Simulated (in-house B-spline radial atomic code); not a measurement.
**Binding energies in K XIII (K12+)**

NIST's tabulated ground configuration is [He] 2s2 2p3; each binding energy is the energy of the ion with one electron taken from that subshell, relaxed, less that of the parent. Computed with an all-electron radial atomic-structure program (B-spline basis): Dirac-Hartree-Fock, average of configuration, Fermi nucleus of rms radius 3.4349 fm. Energies include first-order Breit, QED and recoil terms.

| subshell | X-ray name | binding energy (eV) | -ε (eV) | relaxation (eV) |
| --- | --- | --- | --- | --- |
| 1s | K | 4104 | 4120.3 | 12.3 |
| 2s | L1 | 763.9 | 765.4 | 1.2 |
| 2p | L2,3 | 708.2 | 710.0 | 1.6 |

Relaxation = -ε minus the binding energy without Breit, QED and recoil terms.

(1) What does it cost to remove both a 1s and a 2p electron?

(2) What does it cost to remove two 2s electrons?

(3) What does it cost to remove both a 2s and a 2p electron?

## Answers

(1) 4911.6 eV, which is 99.41 eV more than the two single binding energies together.

(2) 1594.8 eV, which is 67.05 eV more than the two single binding energies together.

(3) 1535.9 eV, which is 63.83 eV more than the two single binding energies together.
